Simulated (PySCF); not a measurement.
# GaF from Hartree–Fock to correlated methods

State: ¹Σ⁺ (singlet), closed shell. Set-up: basis Ga cc-pVDZ-PP with ECP10, F cc-pVDZ; scalar-relativistic core potentials; PySCF 2.14. De refers to Ga + F in their high-spin ground configurations, without counterpoise correction. A positive dipole means Ga(−)F(+).

```tsv
Level	Re (Å)	ωe (cm⁻¹)	De (eV)	μ (D)
RHF	1.787	656	3.95	-2.43
RHF-MP2	1.798	651	5.77	n/a
RHF-SCS-MP2	1.800	648	5.60	n/a
RHF-CCSD	1.799	648	5.37	n/a
RHF-CCSD(T)	1.802	643	5.46	n/a
PBE	1.822	612	6.17	-2.08
revPBE	1.832	601	5.91	-2.12
r²SCAN	1.799	639	5.94	-2.08
PBE0	1.802	637	5.76	-2.24
M06	1.810	623	6.07	-2.69
CAM-B3LYP	1.794	649	5.94	-2.21
B2PLYP	1.804	637	5.79	-2.44
```

The bond length runs from 1.787 Å (RHF) to 1.832 Å (revPBE). De spans 3.95 eV (RHF, mean field) to 6.17 eV (PBE, GGA). Correlation at CCSD(T) changes the Hartree–Fock bond energy by +1.51 eV; the triples alone change it by +0.09 eV.

Correlated steps freeze 5 core orbitals. Correlated levels converge slowly with the basis: in double zeta they bind strong bonds too weakly, by up to about 1 eV, and carry superposition errors of some tenths. Where the molecule has an RHF reference, its open-shell atoms are computed with UHF. B2PLYP dipoles, levels and charges come from its SCF part alone.
